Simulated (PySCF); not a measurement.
H7NO2Si2. Atoms are numbered in the order given.

```xyz
12

N      1.7000     1.6281    -0.2722
Si     1.5867    -0.0840    -0.1784
O      0.0665    -0.7253    -0.4689
Si    -1.4094    -0.8109     0.2746
O     -2.0573     0.6995     0.5352
H      1.6933     2.1034    -1.1690
H      1.2981     2.2153     0.4523
H      1.9880    -0.4833     1.2009
H      2.4749    -0.6497    -1.2258
H     -1.2792    -1.4034     1.6307
H     -2.2843    -1.6256    -0.6138
H     -2.3467     1.1811    -0.2484
```
Charge 0, spin multiplicity 1.

Coordinates come from a r2SCAN-D4/def2-SVP optimisation. This is a generated structure with no PubChem entry under its InChIKey; it may be hypothetical. One conformer was computed; it need not be the lowest.

Calculation: PBE0/pcSseg-1 (PySCF).

GIAO shieldings, no solvent; atoms listed in one row are averaged. δ = σ(ref) − σ: ¹⁵N against NH3 (σ = 267.4 ppm); ²⁹Si against TMS (σ = 352.7 ppm); ¹⁷O against H2O (σ = 334.2 ppm); ¹H against TMS (σ = 31.56 ppm), references at their B3LYP-D3(BJ)/def2-TZVP geometries, non-relativistic.

Computed chemical shifts:
```
nucleus  atoms  count  δ (ppm)
-------  -----  -----  -------
¹⁵N         N1      1     41.1
²⁹Si       Si4      1    -30.6
²⁹Si       Si2      1    -36.6
¹⁷O         O3      1    117.0
¹⁷O         O5      1     64.8
¹H         H11      1     5.22
¹H          H8      1     5.17
¹H         H10      1     5.11
¹H          H9      1     4.92
¹H         H12      1     2.20
¹H          H6      1     1.62
¹H          H7      1     1.50
```
